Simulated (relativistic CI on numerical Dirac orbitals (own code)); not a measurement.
**Pt+ (5d9) in a crystal field**

Calculated by Dirac-Coulomb-Breit CI, orbitals from a KLI potential per configuration, model QED (radiative potential, 1s self-energy scaled to tabulated hydrogen-like ionisation energies), one configuration in a parametric crystal field, unscaled Slater integrals (own radial code).

Field parameters in Wybourne normalisation: D3d B²₀ = −7Dσ, B⁴₀ = −14Dq − 21Dτ, B⁴₃ = −14√(10/7) Dq; D4h B²₀ = −7Ds, B⁴₀ = 21(Dq − Dt), B⁴₄ = 21√(5/14) Dq; Oh B⁴₀ = 21Dq, B⁴₄ = √(5/14) B⁴₀; Td as Oh with Dq negative (B⁴₀ = 21Dq, B⁴₄ = √(5/14) B⁴₀). The field is a parameter set, without covalency.

S is read from ⟨S²⟩ = S(S + 1).

Powder χT (cm³ K mol⁻¹) by Van Vleck's formula, with temperature-independent terms:

```
                                        Field    2 K    5 K   10 K   20 K   50 K  100 K  200 K  300 K
    D3d, 10Dq = 18200, Dσ = 20, Dτ = 380 cm⁻¹  0.269  0.273  0.279  0.292  0.331  0.395  0.507  0.579
   D3d, 10Dq = 21150, Dσ = 250, Dτ = 300 cm⁻¹  0.241  0.249  0.263   0.29   0.37  0.482  0.583  0.618
D3d, 10Dq = 30000, Dσ = -1090, Dτ = -230 cm⁻¹  0.223   0.23  0.241  0.264  0.333  0.432   0.53  0.565
 D4h, 10Dq = 17300, Ds = -520, Dt = -640 cm⁻¹  0.598  0.598  0.599  0.599  0.601  0.603  0.607  0.612
 D4h, 10Dq = 23800, Ds = 2170, Dt = -120 cm⁻¹  0.593  0.593  0.593  0.593  0.595  0.597  0.601  0.605
                        Oh, 10Dq = 13550 cm⁻¹  0.753  0.754  0.754  0.755  0.757   0.76  0.768  0.775
                        Td, 10Dq = -6800 cm⁻¹  0.377  0.378  0.381  0.387  0.405  0.435  0.494  0.553
                       Td, 10Dq = -11250 cm⁻¹  0.376  0.378   0.38  0.384  0.397  0.418  0.461  0.504
```

Q: For D4h, 10Dq = 23800, Ds = 2170, Dt = -120 cm⁻¹: what effective moment follows at 300 K?

A: μ_eff = √(8χT) = 2.20 μB. The ground level has S = 0.50; the spin-only moment for S = 1/2 is 1.73 μB. The difference comes from the orbital moment, spin-orbit mixing of terms and temperature-independent paramagnetism, all larger in this ionic model than in covalent complexes.
